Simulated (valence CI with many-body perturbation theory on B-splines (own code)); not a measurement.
# E1 line list for Dy¹⁶⁺

Calculated by relativistic CI+MBPT: four valence electrons over a frozen Dirac-Fock core [Kr] 4d10, radial functions for each j: 7 s, 7 p, 7 d, 7 f, 4 g, 2 h, with the one-electron correlation potential Σ1 (screened to all orders), the two-electron term Σ2, the three-electron term Σ3, Breit, model QED; selected single and double excitations, second order for the rest, scaled by the run's own slope (own B-spline code, finite nucleus).

No measured spectrum was set against this ion. As an estimate, terms of the open shell hold to a few per cent of their energy, and close levels can change places.

Lines 51 to 100 of 574 in falling wavelength, among levels below 291530 cm⁻¹, chosen from the strongest by gf and those to the six lowest levels. Wavelengths and rates use the calculated energies, so an error of 2000 cm⁻¹ moves a line at 135.5 nm by 2.7 % and its rate by three times that or more. Electric multipoles are in the length gauge, E1 and E2 with the static RPA response of the core. Weak lines are less certain than strong ones. Lines between different terms over intervals too small for the method are left out, as are lines whose strength nearly cancels. Where a level lies close to another of its J and parity, the split of strength between their lines is uncertain. The highest levels of a list are the least certain.

Names give the largest LS component (configuration and term), which can be under half, so a name can repeat, a term be missing and a line seem to break the LS rules; names also repeat where a configuration has a term twice. Letters in brackets count levels of one name in rising energy.

```tsv
λ vac (nm)	Upper	Lower	A (s⁻¹)	log gf	Branch %
135.5	4f3 5s 3F°_4 [b]	4f4 3D_3 [b]	2.56e+03	-5.20	1.6
135.2	4f3 5s 5F°_5 [b]	4f4 5D_4	4.42e+03	-4.88	22.5
134.1	4f3 5s 3L°_7	4f4 1L_8 [b]	4.34e+03	-4.76	6.1
134.0	4f3 5s 3D°_3 [b]	4f4 3P_2 [a]	3.12e+03	-5.23	3.0
133.6	4f3 5s 3L°_8	4f4 1L_8 [b]	1.63e+03	-5.13	2.3
133.2	4f3 5s 1K°_7	4f4 3K_6 [b]	1.58e+03	-5.20	3.7
132.9	4f3 5s 1D°_2 [b]	4f4 3D_3 [b]	7.46e+03	-5.01	4.3
132.1	4f3 5s 3I°_7 [b]	4f4 1L_8 [b]	2.38e+03	-5.03	6.1
132.1	4f3 5s 3G°_4 [c]	4f4 1H_5	3.63e+03	-5.07	1.9
131.6	4f3 5s 3D°_2 [a]	4f4 3P_1 [b]	4.25e+03	-5.26	2.1
130.9	4f3 5s 3G°_3 [b]	4f4 3G_4 [b]	4.15e+03	-5.13	3.7
130.0	4f3 5s 3G°_4 [a]	4f4 3H_5 [b]	1.99e+03	-5.34	6.9
129.6	4f3 5s 3F°_4 [c]	4f4 1G_4 [d]	1.47e+03	-5.48	0.3
129.5	4f3 5s 3H°_4 [b]	4f4 3I_5 [b]	5.83e+03	-4.88	6.4
129.5	4f3 5s 3I°_7 [a]	4f4 3I_7 [a]	9.56e+02	-5.44	18.3
129.4	4f3 5s 3G°_5 [a]	4f4 3G_4 [b]	2.09e+03	-5.24	9.5
129.2	4f3 5s 3L°_9	4f4 1L_8 [b]	9.20e+02	-5.36	1.4
129.0	4f3 5s 1H°_5 [b]	4f4 1I_6 [b]	2.59e+03	-5.15	3.2
128.6	4f3 5s 3H°_5	4f4 3I_6 [b]	2.05e+03	-5.25	2.2
126.4	4f3 5s 3D°_3 [c]	4f4 3P_2 [a]	1.03e+04	-4.76	4.2
126.4	4f3 5s 3G°_5 [a]	4f4 3H_6 [b]	2.30e+03	-5.22	10.4
125.5	4f3 5s 1H°_5 [a]	4f4 1I_6 [a]	8.61e+03	-4.65	37.8
125.3	4f3 5s 3F°_3 [a]	4f4 3H_4 [a]	2.64e+03	-5.36	6.1
124.8	4f3 5s 1G°_4 [a]	4f4 3G_5 [c]	7.27e+03	-4.82	10.7
124.6	4f3 5s 1F°_3 [a]	4f4 3D_3 [b]	3.46e+03	-5.25	1.8
124.4	4f3 5s 3D°_3 [c]	4f4 3G_4 [c]	2.61e+03	-5.37	1.0
123.9	4f3 5s 3H°_6 [b]	4f4 3I_7 [b]	1.63e+03	-5.31	2.3
123.8	4f3 5s 3F°_2 [b]	4f4 3P_2 [a]	2.92e+03	-5.47	1.4
123.4	4f3 5s 3L°_7	4f4 3H_6 [c]	1.77e+03	-5.22	2.5
122.9	4f2 5s2 3F_3	4f3 5s 3G°_4 [c]	2.43e+03	-5.41	3.6
121.7	4f3 5s 3F°_4 [b]	4f4 1F_3	5.06e+03	-4.99	3.1
120.9	4f3 5s 3D°_1 [a]	4f4 3P_0 [b]	5.15e+03	-5.47	2.5
120.5	4f3 5s 3F°_4 [a]	4f4 1G_4 [a]	4.02e+03	-5.10	11.8
120.2	4f3 5s 3H°_6 [b]	4f4 3I_6 [b]	3.42e+03	-5.02	4.9
120.0	4f3 5s 1G°_4 [b]	4f4 1H_5	7.27e+03	-4.85	1.8
119.6	4f3 5s 1D°_2 [b]	4f4 1F_3	7.65e+03	-5.09	4.4
119.2	4f3 5s 1L°_8	4f4 1L_8 [b]	2.52e+04	-4.04	39.1
119.0	4f3 5s 3I°_6 [b]	4f4 3G_5 [c]	1.78e+03	-5.31	3.5
118.6	4f3 5s 3H°_6 [a]	4f4 3I_6 [a]	1.84e+03	-5.30	12.0
118.3	4f3 5s 3L°_7	4f4 3K_8 [b]	1.97e+03	-5.21	2.8
118.3	4f3 5s 3L°_8	4f4 3K_7 [b]	8.51e+03	-4.52	12.2
116.9	4f3 5s 5F°_5 [a]	4f4 5G_6	3.39e+03	-5.12	25.9
116.7	4f3 5s 3G°_3 [b]	4f4 3H_4 [a]	1.20e+04	-4.76	10.9
115.6	4f3 5s 1F°_3 [b]	4f4 1G_4 [d]	1.18e+04	-4.78	1.4
115.5	4f3 5s 1F°_3 [a]	4f4 1G_4 [c]	6.29e+03	-5.05	3.2
115.4	4f3 5s 3F°_3 [b]	4f4 3P_2 [a]	6.04e+03	-5.07	3.5
115.0	4f3 5s 3G°_4 [b]	4f4 3G_5 [b]	8.68e+03	-4.81	9.2
114.9	4f3 5s 1H°_5 [b]	4f4 3I_6 [b]	5.44e+03	-4.93	6.7
114.7	4f3 5s 3F°_4 [b]	4f4 3G_5 [d]	3.72e+03	-5.18	2.3
114.5	4f3 5s 3D°_2 [a]	4f4 3F_3 [c]	7.60e+03	-5.13	3.8
```

Question: How does gf follow from A for the line at 133.2 nm?

Answer: gf = 1.4992 × (2J+1)_upper × A / σ², with σ = 75084 cm⁻¹ and 2J+1 = 15: gf = 6.30e-06.
